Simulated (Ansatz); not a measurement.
H₃AlO₃, singlet, at a GFN2-xTB geometry (such geometries of metal compounds can be far from the true shape), atoms displaced at random by about 0.05 Å a coordinate; HF/def2-SV(P) (Ansatz, an electronic-structure program).

Here is a job for Ansatz.
Ansatz 0.2 input:
```yaml
crystal:
  periodic: [false, false, false]
  atoms:
    - {symbol: Al, position_ang: [0.07765935, -0.08064344, 0.06992788]}
    - {symbol: O, position_ang: [-1.12956021, -1.33265125, 0.06398015]}
    - {symbol: H, position_ang: [-1.94147375, -1.42288967, -0.28911202]}
    - {symbol: O, position_ang: [-0.38293340, 1.32453935, -0.90758265]}
    - {symbol: H, position_ang: [0.11437971, 2.17893047, -1.09732535]}
    - {symbol: O, position_ang: [1.41254024, -0.04252957, 0.84695668]}
    - {symbol: H, position_ang: [1.79418234, -0.71554176, 1.46940046]}
basis:
  gaussian:
    orbitals: def2-SV_P_.json
hamiltonian:
  xc: hf
relax: {f_tol: 0.1}
```
The basis file holds def2-SV(P) in the JSON format of the Basis Set Exchange.

Problem. Write the output that Ansatz gives for this input, abridged.

Solution. 
```
Functional definition: HF
676 factors; integrals over basis functions are off by at most 4.4e-4 eV
mean field evaluation 1: about -12732.0930 eV, gradient 5.6e1 eV
mean field evaluation 2: about -12732.0980 eV, gradient 5.6e1 eV
mean field evaluation 4: about -12737.8201 eV, gradient 2.3e0 eV
mean field evaluation 8: about -12737.8410 eV, gradient 3.3e-5 eV
mean field -12737.84046380 eV, -468.1070030262 hartree, gradient 2.4e-5 eV, S^2 0.000000; 0 other end points of the search recorded, 0 dependent functions left out
the calculation of the forces begins
reference -12737.84046380 eV, -468.1070030262 hartree; 20, 20 occupied and 46, 46 virtual orbitals, 676 factors
relax step   1: F+E_penalty+E_count = -12737.84046380 eV  Δ(F+E_penalty+E_count) = +0.000e0 eV  max|allowed force component| = 7.369e0 eV/Å  Δτ_max = 0.0000 Å  (30 SCF iters, accepted)
these checks for a lower state are left out or cut short: starts, cluster_reference, orbital_swaps, neighbouring_geometries, increment
676 factors; integrals over basis functions are off by at most 3.9e-4 eV
mean field evaluation 16: about -12738.5194 eV, gradient 1.1e-5 eV
mean field -12738.51944061 eV, -468.1319549639 hartree, gradient 1.5e-5 eV, S^2 0.000000; 0 other end points of the search recorded, 0 dependent functions left out
the calculation of the forces begins
reference -12738.51944061 eV, -468.1319549639 hartree; 20, 20 occupied and 46, 46 virtual orbitals, 676 factors
relax step   2: F+E_penalty+E_count = -12738.51944061 eV  Δ(F+E_penalty+E_count) = -6.790e-1 eV  max|allowed force component| = 3.512e0 eV/Å  Δτ_max = 0.0759 Å  (29 SCF iters, accepted)
these checks for a lower state are left out or cut short: starts, cluster_reference, orbital_swaps, neighbouring_geometries, increment
676 factors; integrals over basis functions are off by at most 3.9e-4 eV
mean field -12738.70164920 eV, -468.1386510058 hartree, gradient 1.2e-5 eV, S^2 0.000000; 0 other end points of the search recorded, 0 dependent functions left out
the calculation of the forces begins
reference -12738.70164920 eV, -468.1386510058 hartree; 20, 20 occupied and 46, 46 virtual orbitals, 676 factors
relax step   3: F+E_penalty+E_count = -12738.70164920 eV  Δ(F+E_penalty+E_count) = -1.822e-1 eV  max|allowed force component| = 8.663e-2 eV/Å  Δτ_max = 0.0781 Å  (29 SCF iters, accepted)
676 factors; integrals over basis functions are off by at most 3.9e-4 eV
mean field evaluation 32: about -12738.7021 eV, gradient 7.7e-5 eV
mean field -12738.70164920 eV, -468.1386510058 hartree, gradient 1.2e-5 eV, S^2 0.000000; 1 other end points of the search recorded, 0 dependent functions left out
the calculation of the forces begins
reference -12738.70164920 eV, -468.1386510058 hartree; 20, 20 occupied and 46, 46 virtual orbitals, 676 factors
Total energy: -12738.70164920 eV, -468.1386510058 hartree
Atom 0 at    -0.012071    -0.018943     0.017893 Å, force    -0.039939    -0.021678     0.026758 eV/Å
Atom 1 at    -1.093617    -1.302668     0.095849 Å, force    -0.036442    -0.059834     0.005332 eV/Å
Atom 2 at    -1.936941    -1.435338    -0.308571 Å, force     0.060597     0.033068     0.012428 eV/Å
Atom 3 at    -0.381061     1.328077    -0.919209 Å, force     0.005005     0.008617    -0.017845 eV/Å
Atom 4 at     0.125738     2.112106    -1.057492 Å, force     0.004471     0.037791    -0.014557 eV/Å
Atom 5 at     1.430235    -0.062757     0.877971 Å, force     0.086635    -0.058159     0.066490 eV/Å
Atom 6 at     1.812511    -0.711263     1.449804 Å, force    -0.080328     0.060196    -0.078605 eV/Å
Dipole moment:     0.023363    -0.012692     0.013218 e Å
```
